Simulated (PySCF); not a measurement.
Match the calculated data to a structure.

All candidates are C8H10S.

* Triplet: lowest triplet excitation (Tamm–Dancoff): 3.71 eV [TDA B3LYP/def2-SVPD]
* 13C NMR: chemical shifts (computed TMS as zero) by class: 142.5 (1 C), 139.3 (1 C), 136.6 (1 C), 135.3 (1 C), 130.9 (1 C), 128.9 (1 C), 22.3 (1 C), 21.4 (1 C) ppm [GIAO PBE0/pcSseg-1]
* NMR, other nuclei: isotropic shieldings of nuclei other than C and H, by class: 504 (1 S) ppm [GIAO PBE0/pcSseg-1]
* UV, first state: lowest singlet excitation: 4.65 eV (267 nm, f = 0.013) [TDDFT B3LYP/def2-SVPD]
* Dipole: 1.50 D [B3LYP/def2-SVPD]
* Valence photoelectron: vertical ionisation energy: 7.80 eV [ΔSCF B3LYP/def2-SVPD]
* Rotational structure: rotational constants A, B, C: 2.934, 0.871, 0.677 GHz [PBE0-D3(BJ)/def2-SVP]
* Polarisability: 119.8 au [B3LYP/def2-SVPD]
* 1H NMR: chemical shifts (computed TMS as zero) by class: 7.00 (1 H), 6.97 (1 H), 6.79 (1 H), 3.40 (1 H), 2.16 (3 H), 2.11 (3 H) ppm [GIAO PBE0/pcSseg-1]

Electronic properties: PySCF, gas phase, density fitting. Levels stand in brackets. Geometry: PBE0-D3(BJ)/def2-SVP, one conformer, isolated molecule. NMR values are class means; diastereotopic atoms form classes of their own.

**Question.** Which candidate is it?
A. `C=C1C=C(C)/C1=C/SC`
B. `Cc1ccc(C)c(S)c1`
C. `Cc1ccc(S)cc1C`

**Answer.** C. It is `Cc1ccc(S)cc1C`. Numbering: `[CH3:1][c:2]1[cH:3][cH:4][c:5]([SH:6])[cH:7][c:8]1[CH3:9]`. Its formula, C8H10S, gives 4 degrees of unsaturation: 1 ring and 3 π bonds in the structure found (Kekulé form). 8 carbons fall into 8 classes; from least to most shielded: substituted aromatic carbon [C8] (142.5 ppm), substituted aromatic carbon [C5] (139.3 ppm), substituted aromatic carbon [C2] (136.6 ppm), aromatic CH carbon [C3] (135.3 ppm), aromatic CH carbon [C7] (130.9 ppm), aromatic CH carbon [C4] (128.9 ppm), benzylic-type carbon [C9] (22.3 ppm), benzylic-type carbon [C1] (21.4 ppm). Hydrogen classes from least to most shielded: 1 H on an aromatic CH carbon, C3 (7.00 ppm), 1 H on an aromatic CH carbon, C7 (6.97 ppm), 1 H on an aromatic CH carbon, C4 (6.79 ppm), 1 H on a thiol sulfur, S6 (3.40 ppm), 3 H on a benzylic-type carbon, C9 (2.16 ppm), 3 H on a benzylic-type carbon, C1 (2.11 ppm). The other shieldings belong to: 504 ppm, thiol sulfur [S6]. S1 is mainly HOMO→LUMO (weight 0.84); the largest Löwdin shares of the orbital it empties are 0.37 on the thiol sulfur, 0.15 on a substituted aromatic carbon, 0.14 on a substituted aromatic carbon and 0.09 on an aromatic CH carbon, of the orbital it fills 0.20 on a substituted aromatic carbon, 0.19 on an aromatic CH carbon, 0.16 on an aromatic CH carbon and 0.15 on an aromatic CH carbon. The optimised geometry has point group Cs and is an asymmetric top.

The others, at the same levels:
- `C=C1C=C(C)/C1=C/SC` fails: its computed lowest singlet excitation is 3.93 eV (315 nm, f = 0.048) (against 4.65 eV), vertical ionisation energy is 7.31 eV (against 7.80 eV) and lowest triplet excitation (Tamm–Dancoff) is 2.74 eV (against 3.71 eV).
- `Cc1ccc(C)c(S)c1` fails: its computed lowest singlet excitation is 4.81 eV (258 nm, f = 0.008) (against 4.65 eV), rotational constant A is 2.210 GHz (against 2.934 GHz) and smallest rotational constant is 0.730 GHz (against 0.677 GHz).

Each candidate is one conformer, not necessarily the lowest. Dipoles, sizes and rotational constants follow the conformer. The torsions of the flexible species, by atom-mapped SMILES:
- `[CH3:1][c:2]1[cH:3][cH:4][c:5]([SH:6])[cH:7][c:8]1[CH3:9]`: H–S6–C5–C4 0°
- `[CH2:1]=[C:2]1[CH:3]=[C:4]([CH3:5])/[C:6]1=[CH:7]/[S:8][CH3:9]`: C6–C7–S8–C9 178°
- `[CH3:1][c:2]1[cH:3][cH:4][c:5]([CH3:6])[c:7]([SH:8])[cH:9]1`: H–S8–C7–C5 -41°
